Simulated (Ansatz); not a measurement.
Results of the Gaussian-basis code of Ansatz.

A structure relaxed at PBE0-D4/def2-TZVP, charge 0, multiplicity 1:

Cartesian coordinates in Å:
```
N -1.0650 -0.8904 -1.8631
Cu -0.2206 -0.1734 -0.4437
P 0.7731 0.6948 1.1909
F 1.7403 -0.2045 2.0040
F -0.1028 1.2444 2.3465
F 1.7035 1.9218 0.9911
H -0.7609 -1.7645 -2.2655
H -2.0676 -0.8283 -1.9603
```

Q: Give its formula and SMILES.

A: CuF3H2NP, `[NH2][Cu-][P+](F)(F)F`.

Q: Point group (tolerance 0.08 Å, 0.16 Å for H)?

A: Cs.

Q: Summarise the bond lengths by kind.

A: 1 × Cu–N 1.801 Å; 2 × H–N 1.009 Å; 1 × Cu–P 2.101 Å; 3 × F–P 1.551 to 1.553 Å.
